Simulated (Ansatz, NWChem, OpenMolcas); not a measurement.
A ladder of methods for BH3O3 (boric acid)

BH3O3: 7 atoms, total charge 0, spin state singlet. As SMILES, `OB(O)O`. The shape is that of a PBE0-D4/def2-TZVP optimisation. This is a higher conformer, about 20 kJ/mol above the lowest found by a separate search.

Each level gives the vertical energy of the triplet above the singlet (eV). The values are calculated.

```
             level                    kind     program  value (eV)  less CCSD(T)/def2-SVPD  CPU time (all runs)
      HF/def2-SVPD            Hartree–Fock      Ansatz        7.16                   -0.75                 25 s
   SVWN5/def2-SVPD                     LDA      Ansatz        7.18                   -0.73                 40 s
    BLYP/def2-SVPD                     GGA      Ansatz        7.00                   -0.91                 81 s
  r2SCAN/def2-SVPD                meta-GGA  OpenMolcas        7.38                   -0.53              5.5 min
  M06-2X/def2-SVPD         hybrid meta-GGA      NWChem        8.37                   +0.46                 99 s
   HSE06/def2-SVPD  range-separated hybrid      Ansatz        7.56                   -0.35                 57 s
PBE-QIDH/def2-SVPD           double hybrid      Ansatz        8.36                   +0.45                 36 s
 CCSD(T)/def2-SVPD   coupled cluster or CI      Ansatz        7.91                    0.00              5.4 min
```

CCSD(T)/def2-SVPD is the highest level here, not the true value. The values span 7.00 to 8.37 eV. Times are those of the runs behind each value, whatever else they computed, on shared processors of several kinds: orders of magnitude only.
